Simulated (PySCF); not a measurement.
Electron correlation in Kr⁺ (krypton, charge +1)

[Ar] 3d10 4s2 4p5, 2P determinant. Calculation: PySCF 2.14, in aug-cc-pVDZ-DK (6s5p3d, 36 functions); the spin-free X2C one-electron Hamiltonian (Gaussian nucleus). Frozen: [Ar] 3d10; 7 electrons correlated.

MP2 pair energies summed by pair of shells (mhartree):

```tsv
pair	energy	share (%)
4p-4p	-66.88	68.4
4s-4p	-25.46	26.0
4s-4s	-5.39	5.5
```

Total MP2 correlation energy: -97.74 mhartree.

Same-spin part -24.70 and opposite-spin part -73.03 mhartree; SCS-MP2 scales them by 1/3 and 6/5 to -95.87 mhartree.

```csv
level,correlation energy (mhartree)
CCSD,-112.09
(T),-1.35
CCSD(T),-113.44
```

Diagnostics: T1 = 0.0053, D1 = 0.0168, largest double amplitude 0.042.

Question: Is a single reference adequate?

Answer: Yes, within this model without spin-orbit coupling: T1 lies below 0.03 and no double amplitude reaches 0.07.
